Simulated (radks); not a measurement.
These are the eigenvalues of the occupied orbitals of an atom or ion with whole-number occupations (eV). Calculated with a radial shooting solver on a logarithmic mesh with Libxc functionals: Dirac Kohn-Sham, PBE, spin-unpolarised, spherical densities, point nucleus.

orbital  eigenvalue
1s1/2     -20924.18
2s1/2     -3041.652
2p1/2     -2809.847
2p3/2     -2691.599
3s1/2     -583.8561
3p1/2     -494.8116
3p3/2     -475.0059
3d3/2     -317.6261
3d5/2     -313.8138
4s1/2     -135.8211
4p1/2     -109.0005
4p3/2     -105.7890
4d3/2      -64.4485
4d5/2      -64.0188

Which element is it, and in what charge state? The configuration may be excited. Open shells, if any, are shared by 2j + 1.

Answer. Z = 43, technetium, charge +5: Tc5+ in [Kr] 4d2. The list shows which subshells hold electrons but not how many an open one holds; the 1s level, -768.95 hartree, gives Z - s = 39.2 by -(Z - s)^2/2, which with screening and relativity narrows Z to a few neighbours, and the depths of the outer levels then fix element, charge and occupations together.
